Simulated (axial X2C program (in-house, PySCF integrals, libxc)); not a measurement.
# Outer orbitals of RuSi⁺ at 2.072 Å, PBE0

Calculated with an in-house relativistic program for diatomic molecules. Spin-free means the one-electron spin-free X2C Hamiltonian; two-component (2c) means X2C with spin–orbit coupling and atomic mean-field two-electron Coulomb and Gaunt terms, so the difference of the two also holds small scalar two-electron terms. Basis: Ru dyall-cv3z [12s12p8d5f3g], Si dyall-v3z [8s7p2d1f] (cores contracted in-house); Gaussian nuclei, density fitting, unrestricted open shells. Masses: Ru 101.904 u, Si 27.977 u.

The distance is close to the 2c PBE0 minimum; the highest filled and lowest empty levels are listed.

Spin-free orbitals, state M_S = 1/2, Λ = 2 (beyond evenly filled blocks: δ+α, δ+β, δ-α) (Löwdin shares):

```csv
symmetry,occupied,ε (eV),atomic character
σβ,yes,-18.69,"59% Si s, 17% Ru d, 12% Ru p"
σα,yes,-18.10,"55% Si s, 22% Ru d, 11% Ru p"
π-α,yes,-13.49,"82% Ru d, 13% Si p, 2% Si d"
π+α,yes,-13.49,"82% Ru d, 13% Si p, 2% Si d"
σα,yes,-13.21,"66% Ru d, 15% Si p, 12% Si s"
δ+α,yes,-13.03,99% Ru d
δ-α,yes,-13.03,99% Ru d
π+β,yes,-12.90,"70% Ru d, 24% Si p, 2% Si d"
π-β,yes,-12.78,"68% Ru d, 25% Si p, 2% Si d"
σβ,yes,-12.69,"43% Ru d, 43% Si p, 8% Si s"
δ+β,yes,-11.75,99% Ru d
σα,no,-9.06,"47% Si p, 41% Ru s, 8% Ru d"
σβ,no,-8.54,"36% Ru s, 32% Ru d, 29% Si p"
δ-β,no,-8.15,98% Ru d
π+β,no,-7.76,"50% Si p, 27% Ru d, 15% Ru p"
```

Spinors with spin–orbit coupling (state Ω = 5/2):

| ω | occupied | ε (eV) | atomic character | λ mixture |
| --- | --- | --- | --- | --- |
| -1/2 | yes | -18.68 | 59% Si s, 17% Ru d, 12% Ru p | 100% σ |
| 1/2 | yes | -18.10 | 55% Si s, 22% Ru d, 11% Ru p | 100% σ |
| -1/2 | yes | -13.56 | 82% Ru d, 13% Si p, 2% Si d | 98% π, 2% σ |
| 3/2 | yes | -13.44 | 82% Ru d, 13% Si p, 2% Si d | 99% π, 1% δ |
| 1/2 | yes | -13.25 | 67% Ru d, 15% Si p, 10% Si s | 86% σ, 14% π |
| -3/2 | yes | -13.18 | 98% Ru d | 93% δ, 7% π |
| 1/2 | yes | -12.91 | 69% Ru d, 23% Si p, 2% Ru p | 86% π, 14% σ |
| 5/2 | yes | -12.89 | 99% Ru d | 100% δ |
| -3/2 | yes | -12.70 | 69% Ru d, 24% Si p, 2% Ru p | 94% π, 6% δ |
| -1/2 | yes | -12.67 | 44% Ru d, 43% Si p, 8% Si s | 98% σ, 2% π |
| 3/2 | yes | -11.86 | 99% Ru d | 99% δ, 1% π |
| 1/2 | no | -9.05 | 47% Si p, 41% Ru s, 8% Ru d | 100% σ |
| -1/2 | no | -8.54 | 36% Ru s, 32% Ru d, 29% Si p | 100% σ, 0% π |
| -5/2 | no | -8.05 | 98% Ru d | 100% δ |
| 1/2 | no | -7.79 | 50% Si p, 27% Ru d, 15% Ru p | 100% π |

Task: How does the gap between the highest filled and lowest empty level change from the spin-free to the 2c table?

Result: From 2.69 to 2.81 eV at PBE0, a change of 0.12 eV.

Mulliken charges and populations of the two-component result (they depend on the basis, above all on diffuse functions):

Ru 0.51 e (s 8.10 p 18.07 d 17.31 f 0.01), Si 0.49 e (s 5.84 p 7.52 d 0.13 f 0.02). ⟨Lz⟩ = 2.00 ħ and ⟨Sz⟩ = 0.50 ħ (0.79 and -0.29 on the two atoms), which add up to Ω.

Density functionals use the spin component along the axis (collinear). The functionals have no current-density term, which raises determinants with orbital currents, atoms included. The state is one determinant with fixed occupations, lowest in a PBE0 search at one distance only: followed along the bond, the spin-free determinant M_S = 3/2, Λ = 0 reaches 0.04 eV lower at PBE0, at Re = 2.140 Å, so the state shown is not the lowest. The determinant is spin-polarised beyond a pure state at some levels (its spin-free form has ⟨S²⟩ too high), which makes Re and μ there less reliable.
